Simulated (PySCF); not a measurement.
Species: CH₇Cl₂Ga₂N.
Cartesian coordinates in Å at the PBE0-D3(BJ)/def2-SVP level; atoms count from 1:
```
atom  x, y, z in Å
C1    -2.565    0.000    0.568
N2    -1.140   -0.165    0.719
Ga3    0.005   -0.783   -0.542
Cl4    1.146    1.072   -1.643
Ga5    3.104    0.656   -0.427
Cl6    1.993   -1.172    0.646
H7    -3.119   -0.360    1.454
H8    -2.875    1.047    0.388
H9    -2.931   -0.590   -0.287
H10   -0.749    0.345    1.503
H11   -0.230   -1.825   -1.660
H12    3.220    1.761    0.662
H13    4.135    0.018   -1.400
```

Level: B3LYP/def2-SVPD in PySCF, non-relativistic, on one gas-phase PBE0-D3(BJ)/def2-SVP geometry that isn't relaxed in the solvent. The solvent is an IEF-PCM continuum (Bondi radii, 1.10 Å for H, scaled by 1.2), and excitations are vertical TDDFT with non-equilibrium linear response and a frozen core. The model holds no explicit solvent molecules, cavitation or dispersion. Spin–orbit coupling is left out although an atom past zinc is present.

Gas-phase singlets (H = HOMO, L = LUMO):

| state | E (eV) | λ (nm) | f | leading configuration |
| --- | --- | --- | --- | --- |
| S1 | 4.919 | 252 | 0.018 | H→L 69% |
| S2 | 5.111 | 243 | 0.061 | H→L+1 66% |
| S3 | 5.364 | 231 | 0.019 | H→L+2 84% |
| S4 | 5.740 | 216 | 0.001 | H→L+3 54% |
| S5 | 5.936 | 209 | 0.003 | H→L+4 58% |

How does the list change in chloroform (ε = 4.711)?

| state | E (eV) | λ (nm) | f | leading configuration | change by rank (eV) |
| --- | --- | --- | --- | --- | --- |
| S1 | 4.923 | 252 | 0.017 | H→L 61% | +0.004 |
| S2 | 5.073 | 244 | 0.086 | H→L+1 57% | -0.038 |
| S3 | 5.324 | 233 | 0.026 | H→L+2 86% | -0.040 |
| S4 | 5.740 | 216 | 0.001 | H→L+3 49% | 0.000 |
| S5 | 5.902 | 210 | 0.004 | H→L+4 50% | -0.034 |

How do the frontier levels move from gas to chloroform?

```tsv
orbital	gas (eV)	solvent (eV)	change (eV)	Löwdin shares, gas	Löwdin shares, solvent
LUMO+2	-0.30	-0.19	+0.11	Ga3 22 %, Cl4 16 %, Cl6 16 %, Ga5 14 %	Ga3 23 %, Cl4 17 %, Cl6 16 %, Ga5 14 %
LUMO+1	-0.68	-0.55	+0.13	Ga5 24 %, Cl6 19 %, Cl4 18 %, Ga3 15 %	Ga5 24 %, Cl6 19 %, Cl4 18 %, Ga3 14 %
LUMO	-0.96	-0.77	+0.19	Ga5 33 %, Cl6 14 %, Ga3 14 %, Cl4 14 %	Ga5 32 %, Cl6 15 %, Cl4 14 %, Ga3 14 %
HOMO	-6.53	-6.37	+0.16	N2 60 %, C1 13 %, Ga3 7 %, H8 5 %	N2 60 %, C1 14 %, Ga3 7 %, H8 5 %
HOMO-1	-8.31	-8.20	+0.11	Ga5 22 %, Cl4 21 %, H12 17 %, H13 15 %	Ga5 22 %, Cl4 20 %, H12 18 %, H13 15 %
HOMO-2	-9.07	-8.92	+0.15	H11 21 %, Ga3 20 %, Cl4 14 %, H13 13 %	H11 22 %, Ga3 20 %, H13 12 %, Ga5 12 %
HOMO-3	-9.24	-9.15	+0.09	Cl4 46 %, Cl6 45 %	Cl6 21 %, Cl4 16 %, N2 15 %, Ga5 11 %
```

The HOMO–LUMO gap goes from 5.58 to 5.60 eV. Rows go by rank; for HOMO-3 and HOMO-2 the atom shares or the degeneracy differ between the runs, so the row needn't follow one orbital.
